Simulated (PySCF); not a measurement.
# NMR problem set

[PySCF: σ from GIAO-PBE0/pcSseg-1; GFN2-xTB structure; non-relativistic Hamiltonian; a single conformation; one averaged value for each set of equivalent atoms; isolated molecule]

Shifts are taken against calculated references (same method and geometry level): TMS for ¹H and ¹³C. Splittings of carbon signals by F and P are missing where no couplings were computed. Where no couplings were computed, multiplicities follow the n + 1 count of equivalent neighbours, and m marks all less simple cases (inequivalent or close neighbours, rings, F or P nearby). Shifts are as computed. Against solution values, carbons near 30 ppm lie about +3 ppm off and those near 130 ppm about +5 ppm. Of 1211 compounds with measured shifts, 218 miss one by over three times the rms of a fit or turn the order of signals round; such compounds aren't used in these exercises.

Question: C8H16N2. ¹H NMR (500 MHz, computed): δ 6.44 (q, 1H), 2.24 (sept, 1H), 1.98 (q, 2H), 1.69 (d, 3H), 1.19 (d, 6H), 1.05 (t, 3H). ¹³C{¹H} NMR (computed): δ 150.8 (C), 130.2 (CH), 36.9 (CH), 27.7 (CH2), 23.2 (CH3), 15.9 (CH3), 14.0 (CH3). Give a structure.

Answer: SMILES C/C=N\N=C(/CC)C(C)C. Rings plus π bonds: 2 (no ring in the answer). 7 carbon signals for 8 carbons: some carbons are equivalent by symmetry or fast rotation. Carbon types of the structure: 1 × C, 2 × CH, 1 × CH2, 4 × CH3, which accounts for all hydrogens. δC 150.8, 130.2: C=N carbon. δC 36.9: sp3 CH; saturated and bonded to C and H only. δC 27.7: sp3 CH2; aliphatic region, no heteroatom directly attached. δC 23.2, 15.9, 14.0: methyl carbon; a saturated carbon with 1 carbon neighbour and no heteroatom attached.

This is the structure that produced the data.

Question: C9H4FN. ¹H NMR (400 MHz, computed): δ 7.86 (m, 1H), 7.66 (d, 1H), 7.66 (m, 1H), 3.20 (s, 1H). ¹³C{¹H} NMR (computed): δ 174.6, 141.5, 135.0, 133.2, 127.4, 119.3, 106.5, 94.5, 86.9. Give a structure.

Answer: `FC1=C(C#N)C=CC(C#C)=C1`. Rings plus π bonds: 8 (1 ring in the answer). 9 carbon signals for 9 carbons: no two carbons are equivalent. Carbon types of the structure: 5 × C, 4 × CH, which accounts for all hydrogens. δC 174.6: aromatic carbon bearing fluorine; the electronegative substituent deshields the carbon that carries it. δC 119.3: nitrile carbon; C≡N carbons fall here, among the sp2 signals but without a proton. δC 94.5: terminal alkyne carbon; sp carbons lie upfield of alkene carbons because the cylindrical π system leaves one tensor component strongly shielded. δC 86.9: alkyne carbon; sp carbons lie upfield of alkene carbons because the cylindrical π system leaves one tensor component strongly shielded.

The shifts were computed for this structure.
